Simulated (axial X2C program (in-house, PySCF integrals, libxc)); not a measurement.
Potential curves of YSi, scalar-relativistic

All values were computed with an in-house all-electron X2C program for linear molecules (integrals from PySCF). Spin-free means the one-electron spin-free X2C Hamiltonian. Basis: Y dyall-cv3z [11s12p9d6f3g], Si dyall-v3z [8s7p2d1f] (cores contracted in-house); Gaussian nuclei, density fitting, unrestricted open shells. Masses: Y 88.906 u, Si 27.977 u.

State: M_S = 3/2, Λ = 0 (beyond evenly filled blocks: σα, π+α, π-α). Energies in eV from the fragments at the same level (Y + Si). Fits are polynomials in 1 − R0/R over 0.85 to 1.23 times the lowest point R0.

| R (Å) | CCSD(T) | PBE0 | CCSD |
| --- | --- | --- | --- |
| 2.4288 | -1.8653 | -2.3254 | -1.7862 |
| 2.5089 | -2.0776 | -2.4916 | -2.0018 |
| 2.5889 | -2.2045 | -2.5759 | -2.1321 |
| 2.6690 | -2.2642 | -2.5972 | -2.1953 |
| 2.7624 | -2.2685 | -2.5623 | -2.2037 |
| 2.8558 | -2.2197 | -2.4812 | -2.1588 |
| 2.9759 | -2.1015 | -2.3321 | -2.0456 |

Correlated methods: 15 electrons correlated (number of frozen shells: Y 3 s, 2 p, 1 d; Si 2 s, 1 p), 281 virtual spin orbitals or spinors in MP2, 89 natural virtuals in coupled cluster.

The state is one determinant whose occupation by symmetry is held fixed; it was picked as the lowest of a PBE0 search that is not exhaustive. De is counted from the lowest determinant-based energies of the atoms at the same level, without counterpoise correction. Coupled cluster ran in a truncated set of natural virtual spinors; the MP2 energy of the rest was added. (T) has no such correction and the atoms are truncated less, which lowers De at CCSD(T) by a hundredth of an eV or more. PBE0 can misorder states that lie within some tenths of an eV, so this need not be the ground state of the molecule. The nearest other spin-free determinant of the search, M_S = 1/2, Λ = 0, lies 0.15 eV up at the distance of the search. The determinant is spin-polarised beyond a pure state at some levels (its spin-free form has ⟨S²⟩ too high), which makes Re and μ there less reliable. The T1 diagnostic is large, a sign of multireference character. Coupled cluster ran on the points near the minimum only. MP2 and coupled cluster on one determinant become unreliable at the stretched end.

Task: What are Re, ωe and De at the CCSD(T) level?

Result: At CCSD(T), spin-free: Re = 2.721 Å, ωe ≈ 297 cm⁻¹, De = 2.27 eV to Y + Si; Be follows as 0.107 cm⁻¹.

Task: Fit the PBE0 curve near its minimum: give the equilibrium distance, the harmonic wavenumber and the well depth.

Result: At PBE0, spin-free: Re = 2.661 Å, ωe ≈ 313 cm⁻¹, De = 2.60 eV to Y + Si; Be follows as 0.112 cm⁻¹.

Task: Fit the CCSD curve near its minimum: give the equilibrium distance, the harmonic wavenumber and the well depth.

Result: At CCSD, spin-free: Re = 2.727 Å, ωe ≈ 294 cm⁻¹, De = 2.21 eV to Y + Si; Be follows as 0.106 cm⁻¹.
